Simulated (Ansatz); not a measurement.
BH₉Si₃, SMILES [SiH3]B([SiH3])[SiH3].

Geometry optimised at PBE0-D3(BJ)/def2-SVP.

Two levels are set side by side: PBE/def2-SVPD (Ansatz, a first-principles code) and CAM-B3LYP/def2-SVPD (Ansatz). Energy differences of separate SCF runs at the same geometry; the states with an electron removed or added have multiplicity 2 and 2. Differences are taken from unrounded values.

| quantity | PBE |
|---|---|
| vertical ionisation energy (eV) | 9.43 |
| vertical electron affinity (eV) | 1.61 |
| vertical singlet–triplet gap (eV) | 2.44 |

### Question
These are the PBE values. What does CAM-B3LYP give? (Estimate from the structure and the level; the computed values follow.)

### Answer

```csv
quantity,CAM-B3LYP,PBE minus CAM-B3LYP
vertical ionisation energy (eV),9.91,-0.48
vertical electron affinity (eV),1.49,0.11
vertical singlet–triplet gap (eV),2.78,-0.34
```
